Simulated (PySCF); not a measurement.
Ce(OH)4 at several levels of theory

Computed with PySCF 2.14.0 (density fitting, no spin-orbit coupling) at the geometry relaxed with PBE0:

```xyz
9
Ce(OH)4 (singlet)
Ce    0.0000    0.0000    0.0000
O     1.3090    1.0723    1.1944
H     1.9089    1.5775    1.7430
O    -1.3090   -1.0723    1.1944
H    -1.9089   -1.5775    1.7430
O     1.0723   -1.3090   -1.1944
H     1.5775   -1.9089   -1.7430
O    -1.0723    1.3090   -1.1944
H    -1.5775    1.9089   -1.7430
```

```
    level                                                 basis    state  HOMO (eV)  gap (eV)  charge on Ce1 (e)  population of f-type functions on Ce1 (polarisation alone where 4f lies in the core)  dipole about the centre of mass (D)  largest force component (eV/Å)
     PBE0     Ce lcecp-2-SVP with ECP46, O def2-SVP, H def2-SVP  singlet          –         –               1.49                                                                                  0.20                                 0.00                            0.01
CAM-B3LYP                                              the same  singlet          –         –               1.46                                                                                  0.20                                 0.00                            0.06
     PBE0  Ce lcecp-2-TZVP with ECP46, O def2-TZVP, H def2-TZVP  singlet          –         –               1.89                                                                                  0.23                                 0.00                            0.28
```

In the lcecp rows the 4f levels are missing from HOMO and gap, and the state counts the valence alone.

Charges are Mulliken's, which hang on the basis. The relaxation used the grid (50, 194), these runs (75, 302) or, all-electron (x2c bases, spin-free X2C Hamiltonian), (99, 590).

What does TPSS with Ce lcecp-2-SVP with ECP46, O def2-SVP, H def2-SVP give here?

state singlet, charge on Ce1 (e) 1.33, population of f-type functions on Ce1 (polarisation alone where 4f lies in the core) 0.19, dipole about the centre of mass (D) 0.00, largest force component (eV/Å) 0.33. Time: 11 s on 2 threads of Arm Neoverse V1, on a shared host, from an already converged density.
